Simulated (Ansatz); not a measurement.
```yaml
crystal:
  periodic: [false, false, false]
  atoms:
    - {symbol: Bi, position_ang: [-0.981213, -0.055058, 1.556314]}
    - {symbol: Bi, position_ang: [-1.285809, -0.999039, -1.357611]}
    - {symbol: Sn, position_ang: [-0.655991, 1.857270, -0.865277]}
    - {symbol: Sn, position_ang: [1.781929, 1.015459, 0.528878]}
    - {symbol: Sn, position_ang: [1.141096, -1.818633, 0.137698]}
basis:
  gaussian: {orbitals: def2-TZVP, initial_orbitals: start.molden}
magnetization: {spin_polarized: true, initial_magnetization: 2}
hamiltonian: {xc: {name: wB97M-V}}
scf: {omitted_lower_state_checks: [starts]}
output: {orbitals: {seedname: orbitals}}
```

The file start.molden holds the orbitals of an earlier run on this structure, at another level or in another basis.

```sh
$ ansatz run in.yaml --threads 4 --pin off --events-out ev --progress --plain --max-ram 4787MiB
```

Q: Does this run fit into the memory that it is given?

A: No. It has 250 basis functions, and Ansatz plans for 5.49 GiB where 4.67 GiB are given.
